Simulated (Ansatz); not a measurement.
Molecule: C₃H₈FSi (charge -1, singlet). It need not be the lowest isomer of its formula. Whether it binds its extra electron was not tested at this geometry. 
Structure (B3LYP-D3(BJ)/def2-TZVP (Ansatz, a first-principles code) minimum search):
SMILES: C[Si](F)([CH2-])C
```xyz
13

C      1.7650    -0.0152    -0.7013
Si     0.1587     0.0040    -0.0151
C     -0.8048    -1.6163    -0.2893
C     -0.9153     1.4505    -0.6339
F     -0.0953     0.1809     1.6402
H      2.3938    -0.9019    -0.6372
H      2.3287     0.9059    -0.8404
H     -1.0736    -1.7385    -1.3416
H     -0.1841    -2.4724    -0.0065
H     -1.7198    -1.6551     0.3106
H     -0.3593     2.3899    -0.5529
H     -1.1836     1.3171    -1.6849
H     -1.8355     1.5563    -0.0502
```
Charge -1, spin multiplicity 1.

Basis-set convergence of Hartree-Fock and CCSD correlation energies (hartree) with Ansatz. Cores are frozen in the correlated levels unless marked. Spin-orbit coupling is left out. No relativistic terms.

```csv
basis,functions,E(HF),"E(corr, CCSD)"
aug-cc-pV(D+d)Z,196,-506.71351,-0.83856
aug-cc-pV(T+d)Z,423,?,?
```

Problem. Some entries are withheld; supply them.

Solution. 
- aug-cc-pV(T+d)Z, E(HF): -506.78750
- aug-cc-pV(T+d)Z, E(corr, CCSD): -0.99036
